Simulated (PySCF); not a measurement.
C₃H₇FSi, SMILES [SiH3][C@@H]1[C@H](C1)F. The structure is a stationary point at PBE-D3(BJ)/def2-SVP. The structure was generated by enumeration; whether it is a known compound was not checked.

Computed with PBE-D3(BJ)/def2-SVP (PySCF 2.14.0).

Harmonic wavenumbers (cm⁻¹): 112, 150, 205, 350, 413, 568, 612, 700, 801, 859, 887, 908, 915, 936, 965, 1012, 1029, 1057, 1147, 1176, 1233, 1350, 1422, 2154, 2164, 2167, 3058, 3070, 3083, 3158. Rotational constants (GHz): 9.339, 2.067, 1.867; symmetry number 1.

Work out the zero-point energy and the ideal-gas rigid-rotor harmonic-oscillator thermochemistry at 298.15 K and 1 atm.

ZPE = ½ Σ hcν = ½ × 37662 cm⁻¹ = 53.84 kcal/mol. H − E(el) = 58.45 kcal/mol. Entropy in cal/(mol K): translation 39.41, rotation 26.59, vibration 12.75, total 78.75. G − E(el) = 34.97 kcal/mol. Cp = 25.06 cal/(mol K). Modes under 150 cm⁻¹ make the vibrational entropy uncertain.
